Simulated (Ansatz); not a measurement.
Consider the isomerisation: `[CH3][In]([CH3])[SiH3]` → `[SiH3]C[CH2][InH2]`.

Calculated with Ansatz (gas phase, PBE0-D4/def2-TZVP geometries, no zero-point term in ΔE). CBS: MP2 limit from def2 TZ/QZ plus the TZ coupled-cluster correction, frozen cores. Functionals use def2-TZVPP. def2 core potentials past Kr. For In outer-core shells are correlated without core-valence functions, which leaves a few kJ/mol of doubt a bond. Each species was taken in one conformer, which may not be the lowest.

`[CH3][In]([CH3])[SiH3]`:

Z-matrix (Å, degrees):
```
C
In 1 2.163
H 1 1.090 2 112.2
H 1 1.093 2 109.3 3 120.6
H 1 1.092 2 109.9 3 -121.5
C 2 2.163 1 117.3 3 172.8
Si 2 2.585 1 121.4 3 -8.7
H 6 1.092 2 110.0 1 -50.3
H 6 1.090 2 112.2 1 -171.9
H 6 1.093 2 109.3 1 67.5
H 7 1.493 2 109.9 1 -89.7
H 7 1.491 2 112.8 1 151.2
H 7 1.491 2 112.8 1 29.4
```

`[SiH3]C[CH2][InH2]`:

Cartesian coordinates in Å:
```
Si 0.619 -1.150 0.989
C -1.001 -0.674 0.190
C -0.698 0.153 -1.065
In 0.606 1.829 -0.551
H 0.522 -1.726 2.357
H 1.421 -2.057 0.126
H 1.410 0.134 1.095
H -1.568 -0.082 0.918
H -1.606 -1.563 -0.025
H -0.208 -0.459 -1.826
H -1.617 0.542 -1.513
H 2.060 2.178 -1.416
H 0.060 2.873 0.720
```

Is it downhill or uphill in electronic energy at CCSD(T)/CBS, and by how much? (Best estimate.)

The calculation gave: Uphill: ΔE = +70.8 kJ/mol.

What do these levels give: r2SCAN-D4, r2SCAN0-D4, CAM-B3LYP-D4, PBE0, MP2/def2-SVP, CCSD/def2-TZVPP? (An estimate is asked.)

The calculation gave: r2SCAN-D4 72.2, r2SCAN0-D4 70.9, CAM-B3LYP-D4 66.8, PBE0 78.6, MP2/def2-SVP 62.4, CCSD/def2-TZVPP 72.9 kJ/mol.

Largest T1 diagnostic among the species: 0.013.

The D4 term adds −10.9 kJ/mol with B3LYP and −5.4 kJ/mol with PBE0; it sums over pairs of atoms, weighted by their polarisabilities, and B3LYP, whose exchange is more repulsive, gets the larger term. From PBE to PBE0 (25 % exact exchange), in def2-TZVPP and without D4, ΔE moves by −4.3 kJ/mol.

B3LYP here is the variant with VWN-RPA as its local correlation; programs differ in this.
